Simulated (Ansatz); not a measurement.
One change: `C[CH2][In]([SH])[N](C)C` becomes `C[N](C)[InH][SH]`.

Ansatz, PBE0-D4/def2-TZVP geometries, multiplicity 1. Each molecule was computed in one conformer, which needn't be the lowest.

Elements past krypton have def2 core potentials.

```
                               property  `C[CH2][In]([SH])[N](C)C`
  LUMO energy (ωB97M-V/def2-TZVPP) / eV                       0.68
      HOMO energy (PBE/def2-TZVPP) / eV                      -4.72
HOMO–LUMO gap (ωB97M-V/def2-TZVPP) / eV                       8.88
   HOMO–LUMO gap (PBE0/def2-TZVPP) / eV                       5.26
    HOMO–LUMO gap (PBE/def2-TZVPP) / eV                       3.32
  HOMO–LUMO gap (B3LYP/def2-TZVPP) / eV                       4.83
```

Give the same properties after the change, and the shifts. (Estimate.)

The calculation gave: 
```csv
property,`C[N](C)[InH][SH]`,shift
LUMO energy (ωB97M-V/def2-TZVPP) / eV,0.40,-0.28
HOMO energy (PBE/def2-TZVPP) / eV,-4.94,-0.22
HOMO–LUMO gap (ωB97M-V/def2-TZVPP) / eV,8.77,-0.11
HOMO–LUMO gap (PBE0/def2-TZVPP) / eV,5.14,-0.12
HOMO–LUMO gap (PBE/def2-TZVPP) / eV,3.30,-0.02
HOMO–LUMO gap (B3LYP/def2-TZVPP) / eV,4.71,-0.12
```

With PBE0 the HOMO falls by 0.20 eV and the LUMO falls by 0.32 eV, so the gap narrows by about 0.12 eV. PBE moves the HOMO by -0.22 eV and ωB97M-V by -0.18 eV.

B3LYP here is the variant with VWN-RPA as its local correlation; programs differ in this.
